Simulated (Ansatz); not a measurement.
C₂H₅BSn (`[BH2][SnH2][C]#C`). The species carries charge 0 and has multiplicity 1. Sn: def2 effective core potential. Geometry: relaxed with PBE0-D4/def2-TZVP.

```xyz
9

B     1.466    0.412   -1.396
Sn    0.260    0.742    0.465
C    -1.191   -0.744    0.698
C    -2.019   -1.616    0.803
H     2.339    1.175   -1.679
H     1.251   -0.517   -2.112
H    -0.576    2.231    0.442
H     1.221    0.701    1.877
H    -2.751   -2.384    0.901
```

Task: What is the dipole moment at PBE/def2-TZVPP? (Best estimate.)

Result: Computed: 1.00 D, with components (0.70, 0.17, -0.69) D in this frame, pointing from negative to positive charge.

Task: And with r2SCAN, B3LYP, ωB97M-V? (Best estimate.)

Result: The calculation gave: r2SCAN 1.05 D, B3LYP 1.10 D, ωB97M-V 1.09 D.

Task: Give the Mulliken charges with PBE, r2SCAN, ωB97M-V in def2-TZVPP. (Estimate.)

Result: Computed: 
```json
{"atom": "B1", "PBE": "-0.17", "r2SCAN": "-0.12", "ωB97M-V": "-0.21"}
{"atom": "Sn2", "PBE": "0.63", "r2SCAN": "0.71", "ωB97M-V": "0.59"}
{"atom": "C3", "PBE": "-0.47", "r2SCAN": "-0.51", "ωB97M-V": "-0.56"}
{"atom": "C4", "PBE": "-0.08", "r2SCAN": "-0.11", "ωB97M-V": "-0.07"}
{"atom": "H5", "PBE": "0.04", "r2SCAN": "0.02", "ωB97M-V": "0.10"}
{"atom": "H6", "PBE": "0.05", "r2SCAN": "0.03", "ωB97M-V": "0.10"}
{"atom": "H7", "PBE": "-0.11", "r2SCAN": "-0.12", "ωB97M-V": "-0.08"}
{"atom": "H8", "PBE": "-0.11", "r2SCAN": "-0.12", "ωB97M-V": "-0.08"}
{"atom": "H9", "PBE": "0.20", "r2SCAN": "0.21", "ωB97M-V": "0.22"}
```

B3LYP here is the variant with VWN-RPA as its local correlation; programs differ in this.
